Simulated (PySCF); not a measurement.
# BiB⁻ at B97-3

Level: B97-3. basis Bi aug-cc-pVDZ-PP with ECP60, B aug-cc-pVDZ; scalar-relativistic core potentials; PySCF 2.14.

- state: ²Σ⁺ (doublet), unpaired electrons σ ↑
- bond length: 2.102 Å
- harmonic wavenumber: 656 cm⁻¹
- force constant: 2.65 mdyn/Å
- rotational constant Be: 0.3647 cm⁻¹
- anharmonicity ωexe: 3.34 cm⁻¹
- vibration–rotation constant αe: 0.00254 cm⁻¹
- well depth De to Bi⁻ + B: 3.41 eV
- dissociation energy D0: 3.37 eV
- bond order (Mayer): 2.32
- dipole moment (positive dipole points towards B; it is taken about the centre of mass and depends on that origin): -3.94 D

Spin–orbit coupling is left out, which matters for elements this heavy, above all for dissociation energies. For an ion De counts to the pair picked by the measured ionisation energies or electron affinities, which need not be the lowest pair at this level. The state was picked by a PBE0 search and need not be the measured ground state.
